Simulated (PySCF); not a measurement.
Start geometry of `C=CC(F)(F)COC(=O)[O-]` from GFN2-xTB (Å):
```
atom  x, y, z in Å
C1     1.8508    0.9262    0.6152
C2     0.9544    0.7191   -0.3546
C3     0.6038   -0.6415   -0.8727
F4     0.7118   -0.6506   -2.2450
F5     1.5740   -1.5759   -0.5208
C6    -0.7580   -1.1175   -0.3744
O7    -1.7097   -0.1519   -0.4730
C8    -2.0167    0.6056    0.8075
O9    -1.4489    0.1862    1.8113
O10   -2.8246    1.4897    0.6190
H11    2.3760    0.1483    1.0811
H12    2.0123    1.9464    0.9909
H13    0.3426    1.5130   -0.8208
H14   -0.6375   -1.4019    0.6940
H15   -1.0456   -2.0126   -0.9650
```

Problem. What comes out of this run: PySCF 2.14.0, PBE0-D3(BJ)/def2-SVP geometry optimisation, gas phase?

Solution. 
```
atom  x, y, z in Å
C1     2.1302    0.9107    0.5003
C2     0.9838    0.7054   -0.1418
C3     0.5950   -0.6049   -0.7540
F4     0.6176   -0.4621   -2.1178
F5     1.5289   -1.5678   -0.4750
C6    -0.7709   -1.1018   -0.3146
O7    -1.7436   -0.1553   -0.5459
C8    -2.2652    0.5594    0.6425
O9    -1.8099    0.1673    1.7194
O10   -3.0562    1.4310    0.3167
H11    2.8559    0.1019    0.6232
H12    2.3681    1.8834    0.9388
H13    0.2286    1.4868   -0.2638
H14   -0.7153   -1.3415    0.7624
H15   -0.9665   -2.0248   -0.8973
```

The energy falls by 0.182 eV over 11 energy and gradient evaluations, the largest force component goes from 0.0350 to 3.9e-04 Eh/bohr, and the atoms move by 0.319 Å rms after alignment. The bond that changes most is C1–H11 (terminal =CH2 carbon to vinylic hydrogen), which lengthens by 0.046 Å. Bonds longer at the end by more than 0.005 Å: 4 of 14; shorter: 8. Among the angles that change most is F4–C3–F5, from 101.1° to 105.3°. Among the dihedrals that turn most is C1–C2–C3–C6, from 105° to 127°. Rotational constants go from 2214, 905.9, 799.4 to 2237, 865.6, 777.5 MHz. The orientation of the end geometry is arbitrary; only internal coordinates are fixed.

The run used 165 basis functions and 84 SCF cycles in all. Time: 2.4 min of wall time; peak memory 0.67 GiB. Hardware: one thread, Arm Neoverse V1 (aarch64), no GPU, shared host with 32 logical CPUs at a one-minute load of 14.

No frequency check.

One conformer stands for the species.
